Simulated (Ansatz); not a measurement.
The same group exchange along the group S, Se, Te.

Gas-phase electronic energies from Ansatz, PBE0-D4/def2-TZVP geometries. CBS: MP2 limit from def2 TZ/QZ plus the TZ coupled-cluster correction, frozen cores. This one scheme is used for every species. Functionals use def2-TZVPP. def2 core potentials past Kr. For Se, Te outer-core shells are correlated without core-valence functions, which leaves a few kJ/mol of doubt a bond. Scalar relativity is left out up to krypton.

| reaction | CCSD(T)/CBS(def2) (kJ/mol) |
| --- | --- |
| `CSC` + BH₃ → `BSC` + CH₄ | -165 |
| `C[Se]C` + BH₃ → `B[Se]C` + CH₄ | -155 |
| `C[Te]C` + BH₃ → `B[Te]C` + CH₄ | ? |

Question: Fill in the missing values. (Estimate.)

Answer: Ansatz gave: `C[Te]C` + BH₃ → `B[Te]C` + CH₄: -130.0 kJ/mol.

Largest T1 diagnostic: 0.015, for `B[Te]C`.
